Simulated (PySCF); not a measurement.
## Pd+: excitation energy

Pd+ [Kr] 4d9 (2D) → Pd+ [Kr] 4d8 5p1 (high-spin determinant), as a difference of total energies. All numbers are calculated (PySCF 2.14, scalar relativity by spin-free X2C-1e, in x2c-TZVPPall with one added diffuse shell each of s, p, d, f type (9s7p7d3f1g, 95 functions)). Correlated levels: valence: [Kr] frozen; valence and next inner shell: [Ar] 3d10 frozen. The calculations carry no spin-orbit coupling.

| method | excitation energy (eV) |
| --- | --- |
| UHF | 7.359 |
| LDA | 8.796 |
| PBE | 8.470 |
| PBE0 | 8.418 |
| r2SCAN | 8.186 |
| MN15 | 8.729 |
| PBEsol | 8.563 |
| B2PLYP | 8.514 |
| BHandHLYP | 8.328 |
| MP2 (valence) | 8.732 |
| SCS-MP2 (valence) | 8.757 |
| MP2 (valence and next inner shell) | 8.814 |
| SCS-MP2 (valence and next inner shell) | 8.724 |

Task: How much does correlation contribute at MP2 (valence and next inner shell)?

Result: 8.814 − (7.359) = 1.455 eV, measured against UHF.

A first-order spin-orbit estimate (lowest level to lowest level, LS coupling) adds -0.040 eV.

The determinant of the upper state mixes LS terms, which raises its energy above the lowest term, most at the Hartree-Fock and MP2 levels.
